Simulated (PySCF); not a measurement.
Mayer bond orders and bond lengths

Species: C6H5F3O.
Atom-mapped SMILES: `[F:1][C:2]([F:3])([F:4])[CH2:5][c:6]1[cH:7][cH:8][o:9][cH:10]1` (hydrogens: H11, H12 on C5; H13 on C7; H14 on C8; H15 on C10)

Structure used (GFN2-xTB), in Å, numbered top down from 1:
```xyz
15
C6H5F3O angstrom
F     -1.8567   -1.6042   -0.2721
C     -1.9647   -0.2805   -0.4557
F     -1.6534   -0.0442   -1.7369
F     -3.2687    0.0163   -0.3202
C     -1.1022    0.5103    0.5146
C      0.3392    0.1613    0.3314
C      1.2507    0.7546   -0.5837
C      2.4258    0.0922   -0.4167
O      2.3055   -0.8571    0.5234
C      1.0448   -0.8164    0.9716
H     -1.4399    0.2642    1.5227
H     -1.2755    1.5698    0.3183
H      1.0469    1.5559   -1.2631
H      3.3811    0.2001   -0.8902
H      0.7626   -1.5144    1.7345
```

Bond orders from the PBE0/pcSseg-1 density (PySCF). Geometry: GFN2-xTB, one conformer, isolated molecule.

**Question.** How far do the computed orders between heavy atoms stray from the drawn ones?

**Answer.** The largest departure is 0.416, at C8–O9 (drawn aromatic, 1.084) and O9–C10 (drawn aromatic, 1.084), counting aromatic bonds as 1.5. The bonds drawn aromatic range from 1.08 to 1.60.

**Question.** Set the Mayer orders of the bonds beside their lengths.

**Answer.** 
```json
{"bond": "F1–C2", "drawn as": "single", "length (Å)": "1.341", "Mayer order": "1.008"}
{"bond": "C2–F3", "drawn as": "single", "length (Å)": "1.340", "Mayer order": "1.007"}
{"bond": "C2–F4", "drawn as": "single", "length (Å)": "1.344", "Mayer order": "0.994"}
{"bond": "C2–C5", "drawn as": "single", "length (Å)": "1.520", "Mayer order": "1.021"}
{"bond": "C5–C6", "drawn as": "single", "length (Å)": "1.494", "Mayer order": "1.023"}
{"bond": "C6–C7", "drawn as": "aromatic", "length (Å)": "1.421", "Mayer order": "1.258"}
{"bond": "C7–C8", "drawn as": "aromatic", "length (Å)": "1.359", "Mayer order": "1.601"}
{"bond": "C8–O9", "drawn as": "aromatic", "length (Å)": "1.342", "Mayer order": "1.084"}
{"bond": "O9–C10", "drawn as": "aromatic", "length (Å)": "1.339", "Mayer order": "1.084"}
{"bond": "C10–C6", "drawn as": "aromatic", "length (Å)": "1.365", "Mayer order": "1.592"}
{"bond": "C5–H11", "drawn as": "single", "length (Å)": "1.091", "Mayer order": "0.928"}
{"bond": "C5–H12", "drawn as": "single", "length (Å)": "1.091", "Mayer order": "0.924"}
{"bond": "C7–H13", "drawn as": "single", "length (Å)": "1.070", "Mayer order": "1.004"}
{"bond": "C8–H14", "drawn as": "single", "length (Å)": "1.072", "Mayer order": "0.980"}
{"bond": "C10–H15", "drawn as": "single", "length (Å)": "1.072", "Mayer order": "0.998"}
```

Bonds between the same two heavy elements. C–F: all 3 within 0.02 of one another (0.994 to 1.008). C–C: lowest C2–C5 and C5–C6 (1.021, 1.520 Å), highest C7–C8 (1.601, 1.359 Å). C–O: all 2 within 0.02 of one another (1.084 to 1.084). Bonds named together lie within 0.004.

**Question.** Sum the orders of all bonds at each heavy atom with more than one neighbour and set the sums beside the valence in the SMILES.

**Answer.** C2 4.030 (drawn 4), C5 3.896 (drawn 4), C6 3.873 (drawn 4), C7 3.863 (drawn 4), C8 3.665 (drawn 4), O9 2.168 (drawn 2), C10 3.674 (drawn 4). Orders between atoms that aren't bonded are not in these sums.

The Mayer order sums products of elements of PS (density times overlap matrix) between the two atoms' basis functions, so it depends on the basis set.
